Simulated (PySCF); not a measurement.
# Correlation energy of Cu (copper, neutral)

[Ar] 3d10 4s1, 2S determinant. All numbers are calculated (PySCF 2.14, scalar relativity by spin-free X2C-1e, in jorge-DZP-DKH). Frozen: [Ar]; 11 electrons correlated.

MP2 pair energies summed by pair of shells (mhartree):

```csv
pair,energy,share (%)
3d-3d,-291.31,95.9
3d-4s,-12.55,4.1
```

Total MP2 correlation energy: -303.87 mhartree.

Same-spin part -114.31 and opposite-spin part -189.56 mhartree; SCS-MP2 scales them by 1/3 and 6/5 to -265.57 mhartree.

```
  level  correlation energy (mhartree)
   CCSD                        -271.95
    (T)                         -12.82
CCSD(T)                        -284.77
```

Diagnostics: T1 = 0.014, D1 = 0.0479, largest double amplitude 0.035.

Task: Is a single reference adequate?

Result: Yes: T1 lies below 0.03 and no double amplitude reaches 0.07.
